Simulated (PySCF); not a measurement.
# Cd (cadmium, neutral) across methods

[Kr] 4d10 5s1 5p1, high-spin 3P determinant (an excited configuration). Calculation: PySCF 2.14, in aug-cc-pwCVDZ-PP with ECP28MDF (6s6p5d3f, 70 functions); scalar relativity through the core potential. The B2PLYP total includes its PT2 part (frozen core); its orbital energies are those of the SCF part.

```csv
method,E (hartree),mean ε 4d β (eV),mean ε 5s α (eV),mean ε 5p α (eV),Σ⟨r²⟩ (bohr²),⟨S²⟩
LDA,-167.2916,-13.341,-7.641,-2.553,56.00,2.001
TPSSh,-167.5270,-13.966,-7.682,-2.776,55.80,2.002
r2SCAN,-167.6507,-13.435,-7.626,-2.685,55.07,2.003
wB97X,-167.6114,-17.909,-10.265,-4.779,55.96,2.001
BHandHLYP,-167.5120,-17.424,-8.967,-3.695,55.95,2.001
UHF,-166.74601,-21.073,-10.259,-5.025,56.71,2.003
B2PLYP,-167.4354,-17.449,-8.968,-3.746,56.28,2.001
PBE,-167.5946,-13.160,-7.381,-2.507,56.41,2.002
PBE0,-167.5916,-15.322,-8.245,-3.202,55.89,2.002
```

Energies and moments cover only the electrons outside the core potential.
